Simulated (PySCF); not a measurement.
CH5GaSe2. Atoms are numbered in the order given.

```xyz
9

Ga     0.6226     0.0002     0.0000
C      2.5774    -0.0112     0.0000
H      2.9514    -0.5417     0.8899
H      2.9514    -0.5417    -0.8899
H      2.9867     1.0097     0.0000
Se    -0.6613    -1.9235     0.0000
H      0.5085    -2.8086     0.0000
Se    -0.5823     1.9721     0.0000
H     -1.8800     1.2902     0.0000
```
Charge 0, spin multiplicity 1.

Geometry: ωB97X-D3(BJ)/def2-SVP. Other conformers were not sampled.

Calculation: PBE/def2-TZVP run with PySCF.

ESP charges are fitted to the potential on shells at 1.4 to 2.0 van der Waals radii. Atomic charges (e):

| atom | ESP fit | meta-Löwdin | Mulliken |
|---|---|---|---|
| Ga1 | 0.35 | 0.37 | 0.35 |
| C2 | … | -0.56 | -0.49 |
| H3 | 0.10 | 0.14 | 0.15 |
| H4 | 0.10 | 0.14 | 0.15 |
| H5 | 0.15 | 0.14 | 0.15 |
| Se6 | … | -0.20 | -0.27 |
| H7 | … | 0.08 | 0.12 |
| Se8 | … | -0.19 | -0.27 |
| H9 | … | 0.08 | 0.12 |

### Question
Fill in the missing entries. (An estimate is asked for; the answer gives what the named calculation found.)

### Answer

- C2, ESP fit: -0.42
- Se6, ESP fit: -0.33
- H7, ESP fit: 0.15
- Se8, ESP fit: -0.29
- H9, ESP fit: 0.17
